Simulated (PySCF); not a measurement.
**Correlation energy of Ar⁷⁺ (argon, charge +7)**

[Ne] 3s1, 2S determinant. Calculation: PySCF 2.14, in an uncontracted even-tempered set (19 s from 0.25 bohr⁻², ratio 2.5; 12 p from 0.33 bohr⁻², ratio 2.5; 5 d from 1.6 bohr⁻², ratio 2.7; 5 f from 2.3 bohr⁻², ratio 2.7); the spin-free X2C one-electron Hamiltonian (Gaussian nucleus). Frozen: 1s2; 9 electrons correlated; the 22 highest virtual orbitals of each spin left out.

| level | correlation energy (mhartree) |
| --- | --- |
| CCSD | -307.35 |
| (T) | -1.07 |
| CCSD(T) | -308.42 |

Diagnostics: T1 = 0.0011, D1 = 0.0040, largest double amplitude 0.006.

Question: Is a single reference adequate?

Answer: Yes, within this model without spin-orbit coupling: T1 lies below 0.03 and no double amplitude reaches 0.07.
